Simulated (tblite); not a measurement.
Species: C₇H₁₂BPS.
Geometry (GFN2-xTB, Å), atoms numbered from 1 in this order:
```
atom  x, y, z in Å
C1    -0.617    0.993    1.810
B2    -1.291   -0.133    0.940
C3    -2.855   -0.307    0.877
P4    -0.182   -1.387    0.041
C5    -1.050   -1.611   -1.584
C6     1.201   -0.332   -0.461
C7     2.324   -0.090    0.277
C8     3.219    0.808   -0.342
C9     2.777    1.233   -1.551
S10    1.252    0.553   -1.960
H11    0.147    0.575    2.466
H12   -0.091    1.707    1.173
H13   -1.313    1.557    2.427
H14   -3.239    0.241    0.015
H15   -3.167   -1.341    0.745
H16   -3.368    0.092    1.750
H17   -1.295   -0.653   -2.041
H18   -0.405   -2.176   -2.254
H19   -1.961   -2.179   -1.414
H20    2.500   -0.551    1.233
H21    4.153    1.117    0.093
H22    3.249    1.904   -2.241
```

All values are computed: GFN2-xTB (tblite) harmonic vibrations without scaling, gas phase. Errors from tens to a few hundred cm⁻¹ against measured bands are possible. One conformer, not necessarily the lowest. The optimisation stopped once no atom felt more than 0.01 eV/Å.

Lowest wavenumbers of the output (negative numbers stand for imaginary wavenumbers):
```
mode    cm-1
  1     -36.6
  2      37.0
  3      42.0
  4      65.8
  5      76.5
  6     130.1
  7     168.2
  8     184.1
  9     207.1
 10     252.0
```

Question: Is this structure a minimum?

Answer: Not by this Hessian. 1 mode is imaginary beyond 20i (37i cm⁻¹), so at this level the point lies at or near a first-order saddle. The curvature is small, so loose convergence or finite differences may be the whole cause.

Question: Which atoms move in the imaginary mode?

Answer: 37i: H11 (methyl hydrogen) 27 %, H12 (methyl hydrogen) 23 %, S10 (thiophene-type sulfur) 14 %. These are shares of the mass-weighted motion.

Question: What is the remedy?

Answer: Step along that mode in both directions, optimise again with tighter thresholds and repeat the frequencies. The zero-point energy of this point (106.5 kcal/mol) counts the 59 real modes alone, and thermal corrections from it aren't those of a minimum.
